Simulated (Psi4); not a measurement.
hydrogen chloride (HCl), singlet, at a GFN2-xTB geometry. Base run: HF/aug-cc-pVDZ (Psi4).

The Psi4 input:
```
memory 2 GB

molecule mol {
0 1
  Cl   -0.000000   -0.000000   -0.070946
  H     0.000000    0.000000    1.206076
}

set basis aug-cc-pvdz
set reference rhf
set stability_analysis check
set scf_type pk

energy('scf')
print_variables()
```

The bond that is stretched is that between atoms 2 and 1. A test that says stable can miss a lower solution.

Each row names what was changed in the base input (with any setting that the change needs).

```
change                                                     ΔE vs base (mEh)  <S^2>
---------------------------------------------------------  ----------------  -----
base                                                                  0.000  0.000
stability_analysis = follow; reference = uhf                          0.000  0.000
bond × 1.25                                                          39.395  0.000
stability_analysis = follow; reference = uhf; bond × 1.25            39.395  0.000
bond × 1.5                                                            102.3  0.000
stability_analysis = follow; reference = uhf; bond × 1.5             92.439  0.463
bond × 1.8                                                            168.3  0.000
stability_analysis = follow; reference = uhf; bond × 1.8              113.2  0.847
bond × 2.2                                                            231.5  0.000
stability_analysis = follow; reference = uhf; bond × 2.2              119.2  0.975
bond × 3.0                                                            299.0  0.000
stability_analysis = follow; reference = uhf; bond × 3.0              120.4  1.006
```

Psi4 reported an instability in these rows: stability_analysis = follow; reference = uhf; bond × 1.5; stability_analysis = follow; reference = uhf; bond × 1.8; stability_analysis = follow; reference = uhf; bond × 2.2; stability_analysis = follow; reference = uhf; bond × 3.0 (restricted rows aren't judged here).

Where a bond breaks into two radicals, a solution with restricted orbitals usually stops being the lowest and lies too high; an unrestricted one lies lower at the price of spin contamination, which <S^2> shows.
